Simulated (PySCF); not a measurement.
**C₆ coefficients of unlike pairs at UHF**

Calculated with PySCF 2.14 from the dipole response of each species, C₆(A,B) = (3/π) ∫ α_A(iu) α_B(iu) du, in atomic units, from isotropic polarisabilities. For ions this is the dispersion term alone; charge-induced terms of lower order in 1/R come first.

| species | configuration | basis | relativity | α (bohr³) | C₆ (like pair) |
| --- | --- | --- | --- | --- | --- |
| K⁺ | [Ar] (1S) | dyall-av2z (17s13p2d) | none | 5.028 | 21.84 |
| As³⁺ | [Ar] 3d10 4s2 (1S) | def2-TZVPPD (7s5p5d1f) | none | 8.183 | 25.73 |
| V³⁺ | [Ar] 3d2 (3F) | x2c-QZVPPall with one added diffuse shell each of s, p, d, f, g type (12s8p6d4f3g) | spin-free X2C | 2.081 | 5.281 |
| Se | [Ar] 3d10 4s2 4p4 (3P) | aug-cc-pVTZ-DK (7s6p4d2f) | spin-free X2C | 24.96 | 205.9 |

(1) Estimate C₆ for V³⁺ with K⁺.

No spin-orbit coupling is included.

The other pairs:

```csv
pair,C₆
"As³⁺, K⁺",22.15
"V³⁺, As³⁺",10.07
"Se, As³⁺",72.61
"Se, V³⁺",27.41
"Se, K⁺",61.06
```

Answers

(1) The integral gives 10.50. The combination rule 2 C_A C_B / (C_A α_B/α_A + C_B α_A/α_B) gives 10.58 and the geometric mean 10.74.
